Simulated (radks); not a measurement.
Question: All-electron atom: I II in [Kr] 4d10 5s2 5p4. Calculated with a radial shooting solver on a logarithmic mesh with Libxc functionals: Dirac Kohn-Sham, BLYP, spin-unpolarised, spherical densities, point nucleus; open shells fill j = l - 1/2 first. Some entries of the table are withheld. Estimate them.

orbital  occ.  eigenvalue (eV)  r(max) (bohr)  <r> (bohr)
1s1/2       2        -32974.93        0.01753     0.02722
2s1/2       2        -5100.807        0.09925      0.1167
2p1/2       2        -4786.662        0.07612     0.09845
2p3/2       4        -4487.784        0.08091      0.1041
3s1/2       2        -1036.619         0.2858      0.3138
3p1/2       2        -906.7425         0.2722      0.3041
3p3/2       4        -850.5136         0.2829      0.3156
3d3/2       4        -621.5992         0.2299      0.2865
3d5/2       6        -609.7735         0.2329      0.2901
4s1/2       2        -189.4497         0.6806      0.7398
4p1/2       2        -144.1319         0.6984      0.7726
4p3/2       4        -133.1513         0.7227      0.8010
4d3/2       4         -60.3416            (1)      0.9144
4d5/2       6         -58.6230            (2)      0.9259
5s1/2       2         -25.9688          1.687       1.921
5p1/2       2         -15.8712          1.923         (3)
5p3/2       2         -14.7267          2.004         (4)

Answer: 
(1) 4d3/2 r(max) (bohr): 0.7731
(2) 4d5/2 r(max) (bohr): 0.7817
(3) 5p1/2 <r> (bohr): 2.268
(4) 5p3/2 <r> (bohr): 2.368
